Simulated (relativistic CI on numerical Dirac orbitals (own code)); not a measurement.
# d2 in a ligand field

Computed with a parametric ligand-field model of a d^n configuration (Racah B and C, spin-orbit zeta, crystal field), exact diagonalisation.

Field parameters in Wybourne normalisation: Oh B⁴₀ = 21Dq, B⁴₄ = √(5/14) B⁴₀. The field is a parameter set, without covalency.

Q: Lowest levels for B = 480, C = 1950, ζ = 450 cm⁻¹, Oh, 10Dq = 32150 cm⁻¹?

A: E 0 (S 1.00), T2 8 (S 1.00), T1 543 (S 1.00), A1 783 (S 1.00), T2 7210 (S 0.01), E 7263 (S 0.01), A1 16658 (S 0.00), A2 31005 (S 1.00), T2 31116 (S 1.00) cm⁻¹, with S from ⟨S²⟩ = S(S + 1). The ground level has 0.01 electrons in the cubic e pair.

Q: Lowest levels for B = 720, C = 3220, ζ = 750 cm⁻¹, Oh, 10Dq = 11650 cm⁻¹?

A: E 0 (S 1.00), T2 87 (S 1.00), T1 1143 (S 1.00), A1 1669 (S 1.00), T2 10369 (S 0.81), A2 10788 (S 1.00), T1 11379 (S 1.00), E 11436 (S 1.00), E 12105 (S 0.04) cm⁻¹, with S from ⟨S²⟩ = S(S + 1). The ground level has 0.07 electrons in the cubic e pair.

Q: Lowest levels for B = 670, C = 3060, ζ = 1050 cm⁻¹, Oh, 10Dq = 37350 cm⁻¹?

A: E 0 (S 1.00), T2 38 (S 1.00), T1 1337 (S 1.00), A1 1891 (S 1.00), T2 11095 (S 0.02), E 11212 (S 0.02), A1 24864 (S 0.02), A2 35949 (S 1.00), T2 36220 (S 1.00) cm⁻¹, with S from ⟨S²⟩ = S(S + 1). The ground level has 0.01 electrons in the cubic e pair.

Q: Lowest levels for B = 620, C = 2440, ζ = 720 cm⁻¹, Oh, 10Dq = 24350 cm⁻¹?

A: E 0 (S 1.00), T2 32 (S 1.00), T1 950 (S 1.00), A1 1364 (S 1.00), T2 9361 (S 0.02), E 9501 (S 0.01), A1 20728 (S 0.02), A2 23126 (S 1.00), T2 23328 (S 1.00) cm⁻¹, with S from ⟨S²⟩ = S(S + 1). The ground level has 0.02 electrons in the cubic e pair.

Q: Lowest levels for B = 670, C = 2870, ζ = 100 cm⁻¹, Oh, 10Dq = 17600 cm⁻¹?

A: E 0 (S 1.00), T2 1 (S 1.00), T1 130 (S 1.00), A1 194 (S 1.00), T2 10177 (S 0.00), E 10336 (S 0.00), A2 16272 (S 1.00), T2 16299 (S 1.00), T1 16347 (S 1.00) cm⁻¹, with S from ⟨S²⟩ = S(S + 1). The ground level has 0.03 electrons in the cubic e pair.
